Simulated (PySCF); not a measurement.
[Bi(SH)2]+ at several levels of theory

Computed with PySCF 2.14.0 (density fitting, no spin-orbit coupling) at the geometry relaxed with PBE0:

```xyz
5
[Bi(SH)2]+ (singlet)
Bi    0.0000    0.0000   -0.8103
S     1.7606   -0.1255    0.8966
H     2.7618   -0.2020   -0.0171
S    -1.7606    0.1255    0.8966
H    -2.7618    0.2020   -0.0171
```

```json
{"level": "PBE0", "basis": "Bi def2-SVP with ECP60, S def2-SVP, H def2-SVP", "state": "singlet", "HOMO (eV)": "-12.73", "gap (eV)": "3.73", "charge on Bi1 (e)": "0.85", "dipole about the centre of mass (D)": "2.03", "largest force component (eV/Å)": "0.00"}
{"level": "PBE0", "basis": "Bi def2-TZVP with ECP60, S def2-TZVP, H def2-TZVP", "state": "singlet", "HOMO (eV)": "-12.71", "gap (eV)": "3.76", "charge on Bi1 (e)": "0.90", "dipole about the centre of mass (D)": "1.55", "largest force component (eV/Å)": "0.67"}
```

Charges are Mulliken's, which hang on the basis. The relaxation used the grid (50, 194), these runs (75, 302) or, all-electron (x2c bases, spin-free X2C Hamiltonian), (99, 590).

**Question.** A further run in the first row's basis gives HOMO (eV) -11.87, gap (eV) 2.42, charge on Bi1 (e) 0.98, dipole about the centre of mass (D) 2.47, largest force component (eV/Å) 0.46. Which level was it?
A. M06-L
B. revPBE

**Answer.** A. The others give HOMO -11.62 eV (revPBE).

In the first row's basis the gap widens with exact exchange: 2.2 to 2.4 eV for revPBE, M06-L (none); 3.7 eV for PBE0 (a fixed share).
